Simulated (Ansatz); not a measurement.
A nudged elastic band was laid between two geometries of ClGeH3 + H3N + H3N (13 atoms, charge 0, multiplicity 1).

Computed with Ansatz 0.2.0, UHF/def2-SVP.

* movable images: 7
* climbing image: yes
* spring: 5.0 eV/Å²
* optimiser: quadratic models (default)
* start path: through a guess of the saddle point
* force threshold: 0.05 eV/Å
* iteration limit: 60
* end points: relaxed

Image 0:

```xyz
13
Properties=species:S:1:pos:R:3
Ge -0.821 -0.052 -2.334
Cl 1.167 -0.722 -1.711
H -0.672 0.248 -3.828
H -1.796 -1.198 -2.113
H -1.162 1.215 -1.565
H -0.278 -0.264 1.264
N -1.110 -0.733 0.951
H 2.023 0.706 0.790
N 2.082 1.077 1.722
H -1.828 -0.571 1.637
H -0.907 -1.719 0.954
H 1.305 1.698 1.863
H 1.997 0.315 2.370
```

Image 8:

```xyz
13
Properties=species:S:1:pos:R:3
Ge -1.500 0.001 -1.628
Cl 2.826 -0.862 -0.424
H -2.075 -0.960 -2.686
H -2.617 0.921 -1.124
H -0.364 0.813 -2.258
H 0.270 0.568 1.505
N -0.813 -0.871 -0.157
H 2.123 -0.160 0.374
N 0.855 1.102 2.126
H -1.494 -1.313 0.435
H -0.081 -1.532 -0.353
H 1.359 1.796 1.605
H 1.509 0.495 2.586
```

(1) Which bonds break or form, and what moves?

(2) What energy profile does the band end with?

(3) What is the geometry of the highest image?

The band took 26 iterations and of the order of 40 core-minutes.

Answers

(1) Bonds broken: Ge1–Cl2, H6–N7, H8–N9. Bonds formed: Ge1–N7, Cl2–H8, H6–N9. ClGeH3 + H3N + H3N becomes ClH + GeH5N + H3N.

(2) The run converged. The highest image is number 7 of 0 to 8, 0.83 eV above the first end and 0.01 eV above the last; the last end lies 0.82 eV above the first. The profile has 3 maxima (images 3, 5, 7) with wells between them (images 4, 6): this band takes more than one step, which may be the mechanism or a detour left from its start path. A vibrational analysis at the climbing image gives no mode beyond 40i cm⁻¹: the surface is too flat there to confirm a saddle point. The orbitals were unrestricted but ended closed-shell.

| image | path coordinate (Å) | energy (eV) | Ge1–Cl2 (Å) | H6–N7 (Å) | H8–N9 (Å) |
| --- | --- | --- | --- | --- | --- |
| 0 | 0.00 | 0.00 | 2.19 | 1.01 | 1.01 |
| 1 | 1.24 | 0.09 | 2.20 | 1.00 | 1.00 |
| 2 | 2.48 | 0.49 | 2.29 | 1.01 | 1.01 |
| 3 | 3.72 | 0.52 | 2.70 | 1.03 | 1.01 |
| 4 | 4.96 | 0.44 | 3.32 | 1.03 | 1.02 |
| 5 | 6.20 | 0.60 | 3.68 | 1.96 | 1.09 |
| 6 | 7.44 | 0.52 | 4.25 | 2.47 | 1.89 |
| 7 | 8.68 | 0.83 | 4.13 | 2.46 | 2.48 |
| 8 | 10.11 | 0.82 | 4.57 | 2.45 | 2.50 |

(3) 
```xyz
13
Properties=species:S:1:pos:R:3
Ge -1.386 0.018 -1.532
Cl 2.564 -0.877 -0.707
H -1.255 -0.856 -2.788
H -2.837 0.489 -1.373
H -0.458 1.230 -1.670
H 0.302 0.537 1.544
N -0.952 -0.908 0.002
H 2.013 -0.175 0.205
N 0.961 1.112 2.040
H -1.735 -1.273 0.513
H -0.268 -1.635 -0.108
H 1.368 1.790 1.422
H 1.680 0.548 2.453
```

Time of the run: 9.6 min on 4 threads of Arm Neoverse N1 (shared host), peak memory 0.45 GiB.
